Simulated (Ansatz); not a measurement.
Relaxation of ClGaH5NOS (10 atoms, charge 0, multiplicity 1), to a largest force component of 0.03 eV/Å in at most 50 steps.

Theory: RKS PBE0/def2-SVP in Ansatz 0.2.0.

```xyz
10
Properties=species:S:1:pos:R:3:forces:R:3
Ga -0.009 0.682 -0.280 0.00 0.36 0.22
Cl -0.077 -0.322 3.008 -0.18 1.00 -0.28
N 1.576 0.038 -0.854 0.05 0.05 -0.03
H 1.687 -0.818 -1.383 -0.01 0.01 0.02
H 2.440 0.563 -0.793 -0.07 -0.05 0.01
O -1.594 -0.064 -0.583 0.01 -0.01 0.00
H -1.566 -0.972 -0.900 0.00 0.02 0.00
S -0.155 2.683 0.752 0.09 -0.47 -0.06
H 1.186 2.785 0.920 -0.09 0.00 -0.03
H -0.315 0.953 2.680 0.20 -0.90 0.14
```

Where does it end, and by what steps?

It converged. After 14 steps the energy has fallen by 0.065 eV; H5 moved furthest, 0.28 Å.

| step | energy less start (eV) | largest force component (eV/Å) | accepted |
| --- | --- | --- | --- |
| 0 | 0.0000 | 0.999 | yes |
| 1 | -0.0425 | 0.160 | yes |
| 2 | -0.0055 | 0.989 | no |
| 3 | -0.0475 | 0.214 | yes |
| 4 | -0.0508 | 0.278 | yes |
| 5 | -0.0543 | 0.425 | yes |
| 6 | -0.0545 | 0.322 | yes |
| 7 | -0.0581 | 0.311 | yes |
| 8 | -0.0621 | 0.145 | yes |
| 9 | -0.0559 | 0.317 | no |
| 10 | -0.0621 | 0.155 | no |
| 11 | -0.0629 | 0.089 | yes |
| 12 | -0.0626 | 0.135 | no |
| 13 | -0.0643 | 0.045 | yes |
| 14 | -0.0647 | 0.005 | yes |

```xyz
10
Properties=species:S:1:pos:R:3
Ga -0.039 0.667 -0.223
Cl 0.112 -0.290 2.818
N 1.539 0.101 -0.915
H 1.649 -0.864 -1.206
H 2.411 0.453 -0.535
O -1.627 -0.045 -0.592
H -1.605 -0.910 -1.012
S -0.239 2.610 0.854
H 1.092 2.844 0.875
H -0.119 0.962 2.503
```

Whether the end is a true minimum wasn't checked by a vibrational analysis.

Time of the run: 27 s on 4 threads of Intel(R) Xeon(R) Platinum 8488C (Sapphire Rapids), on a shared host, peak memory 0.35 GiB.
